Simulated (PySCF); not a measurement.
## Charge on either side of a bond

C5H13BO2Si.
Atom-mapped SMILES: `[CH3:1][O:2][B:3]([O:4][CH3:5])[CH:6]1[CH2:7][SiH2:8][CH2:9]1` (hydrogens: H10, H11, H12 on C1; H13, H14, H15 on C5; H16 on C6; H17, H18 on C7; H19, H20 on Si8; H21, H22 on C9)

Cartesian coordinates in Å at the PBE0-D3(BJ)/def2-SVP level; atoms count from 1:
```
atom  x, y, z in Å
C1    -1.8336    1.8963   -0.0941
O2    -1.8318    0.4970   -0.0991
B3    -0.7603   -0.2579    0.2816
O4    -0.8913   -1.6079    0.2009
C5    -2.0776   -2.2008   -0.2610
C6     0.6231    0.3504    0.7433
C7     1.3732    1.0161   -0.4763
Si8    2.8596   -0.0966   -0.0842
C9     1.6709   -0.6860    1.2617
H10   -2.8753    2.2444   -0.1538
H11   -1.3823    2.3132    0.8221
H12   -1.2834    2.3025   -0.9595
H13   -2.3207   -1.8775   -1.2863
H14   -2.9350   -1.9451    0.3826
H15   -1.9416   -3.2917   -0.2545
H16    0.4347    1.1198    1.5118
H17    1.5334    2.0995   -0.3713
H18    0.8992    0.8447   -1.4562
H19    3.2513   -1.0858   -1.1382
H20    4.1025    0.6081    0.3677
H21    1.9902   -0.5195    2.3008
H22    1.3255   -1.7260    1.1705
```

Atomic charges (e) from the PBE0/pcSseg-1 density (PySCF):

| atom | Mulliken | IAO | Hirshfeld | ESP-fitted |
| --- | --- | --- | --- | --- |
| C1 | -0.0293 | -0.1867 | -0.0276 | -0.1443 |
| O2 | -0.5209 | -0.4027 | -0.1735 | -0.3279 |
| B3 | +0.7183 | +0.4832 | +0.2400 | +0.4671 |
| O4 | -0.5094 | -0.3940 | -0.1695 | -0.2718 |
| C5 | -0.0098 | -0.1926 | -0.0356 | -0.2439 |
| C6 | -0.5248 | -0.2637 | -0.0989 | +0.0323 |
| C7 | -0.5064 | -0.5424 | -0.1627 | -0.4833 |
| Si8 | +0.6400 | +0.7539 | +0.3412 | +0.5297 |
| C9 | -0.4496 | -0.5431 | -0.1684 | -0.3616 |
| H10 | +0.1251 | +0.1507 | +0.0477 | +0.1078 |
| H11 | +0.0993 | +0.1249 | +0.0425 | +0.0765 |
| H12 | +0.1088 | +0.1333 | +0.0425 | +0.0882 |
| H13 | +0.1035 | +0.1332 | +0.0398 | +0.1155 |
| H14 | +0.1038 | +0.1339 | +0.0403 | +0.1027 |
| H15 | +0.1200 | +0.1481 | +0.0457 | +0.1281 |
| H16 | +0.1396 | +0.1378 | +0.0336 | +0.0582 |
| H17 | +0.1430 | +0.1421 | +0.0338 | +0.1144 |
| H18 | +0.1429 | +0.1361 | +0.0335 | +0.1426 |
| H19 | -0.0941 | -0.1237 | -0.0836 | -0.1371 |
| H20 | -0.0961 | -0.1251 | -0.0855 | -0.1389 |
| H21 | +0.1387 | +0.1423 | +0.0344 | +0.0882 |
| H22 | +0.1577 | +0.1545 | +0.0298 | +0.0575 |

**Question.** Cut each of the bonds C1–O2, O2–B3 and B3–C6 in turn and sum the charges on the side of the atom named first.

**Answer.** In e; the other side holds the opposite charge:

```
bond cut    piece  atoms  Mulliken     IAO  Hirshfeld  ESP-fitted
   C1–O2      CH3      4    +0.304  +0.222     +0.105      +0.128
   O2–B3     CH3O      5    -0.217  -0.181     -0.068      -0.200
   B3–C6  C2H6BO2     11    +0.309  +0.131     +0.092      +0.098
```

Extremes among these pieces. Mulliken: lowest CH3O at O2, highest C2H6BO2 at B3; IAO: lowest CH3O at O2, highest CH3 at C1; Hirshfeld: lowest CH3O at O2, highest CH3 at C1; ESP-fitted: lowest CH3O at O2, highest CH3 at C1.

**Question.** Do the schemes agree better on the pieces than on the single atoms at the cuts?

**Answer.** The spread between schemes averages 0.188 e for the pieces and 0.328 e for the atoms named first; it is smaller for the piece at 2 of the 3 cuts. On average they agree better on the pieces.

The structure is a single PBE0-D3(BJ)/def2-SVP conformer in the gas phase; no vibrational or solvent corrections.
